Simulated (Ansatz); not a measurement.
CH$_{6}$AlBO$_{2}$Si at its PBE0-D4/def2-TZVP geometry, where that method's forces vanish. Charge 0, multiplicity 1. The bonds changed during the relaxation, so this is another structure than the one it started from.

```
atom   x (Å)   y (Å)   z (Å)
  O1  -1.257  -0.020   0.873
  C2  -1.741  -0.899   0.135
  O3  -1.320  -1.142  -1.045
 Si4   0.000  -0.022  -1.524
  B5  -0.018   0.782   0.309
 Al6   1.737   0.468   1.434
  H7  -2.569  -1.501   0.510
  H8   1.062  -0.958  -1.983
  H9  -0.534   0.618  -2.758
 H10  -0.295   1.956   0.347
 H11   1.856  -0.505   2.700
 H12   3.079   1.224   1.002
```

For each bond, give half the difference of the two atoms' forces along it (eV/Å; positive pushes the atoms apart) under PBE-D4, r2SCAN-D4, B3LYP-D4, ωB97M-V in def2-TZVPP. (An estimate is asked.)

The calculation gave: 
```json
{"bond": "O1–C2", "length (Å)": "1.245", "PBE-D4": "0.86", "r2SCAN-D4": "0.39", "B3LYP-D4": "0.24", "ωB97M-V": "0.01"}
{"bond": "O1–B5", "length (Å)": "1.581", "PBE-D4": "-0.21", "r2SCAN-D4": "-0.01", "B3LYP-D4": "0.12", "ωB97M-V": "0.29"}
{"bond": "C2–O3", "length (Å)": "1.276", "PBE-D4": "0.56", "r2SCAN-D4": "0.33", "B3LYP-D4": "0.26", "ωB97M-V": "0.14"}
{"bond": "C2–H7", "length (Å)": "1.090", "PBE-D4": "-0.29", "r2SCAN-D4": "-0.29", "B3LYP-D4": "-0.32", "ωB97M-V": "-0.16"}
{"bond": "O3–Si4", "length (Å)": "1.796", "PBE-D4": "0.14", "r2SCAN-D4": "-0.05", "B3LYP-D4": "0.09", "ωB97M-V": "0.12"}
{"bond": "Si4–B5", "length (Å)": "2.001", "PBE-D4": "-0.03", "r2SCAN-D4": "0.04", "B3LYP-D4": "0.17", "ωB97M-V": "0.08"}
{"bond": "Si4–H8", "length (Å)": "1.488", "PBE-D4": "0.06", "r2SCAN-D4": "-0.03", "B3LYP-D4": "-0.12", "ωB97M-V": "-0.13"}
{"bond": "Si4–H9", "length (Å)": "1.490", "PBE-D4": "0.09", "r2SCAN-D4": "-0.02", "B3LYP-D4": "-0.14", "ωB97M-V": "-0.16"}
{"bond": "B5–Al6", "length (Å)": "2.108", "PBE-D4": "-0.03", "r2SCAN-D4": "-0.01", "B3LYP-D4": "0.01", "ωB97M-V": "-0.06"}
{"bond": "B5–H10", "length (Å)": "1.206", "PBE-D4": "0.06", "r2SCAN-D4": "-0.04", "B3LYP-D4": "-0.17", "ωB97M-V": "-0.14"}
{"bond": "Al6–H11", "length (Å)": "1.602", "PBE-D4": "0.06", "r2SCAN-D4": "-0.02", "B3LYP-D4": "-0.08", "ωB97M-V": "-0.08"}
{"bond": "Al6–H12", "length (Å)": "1.600", "PBE-D4": "0.06", "r2SCAN-D4": "-0.03", "B3LYP-D4": "-0.07", "ωB97M-V": "-0.09"}
```

B3LYP here is the variant with VWN-RPA as its local correlation; programs differ in this.

Results of the Gaussian-basis code of Ansatz.
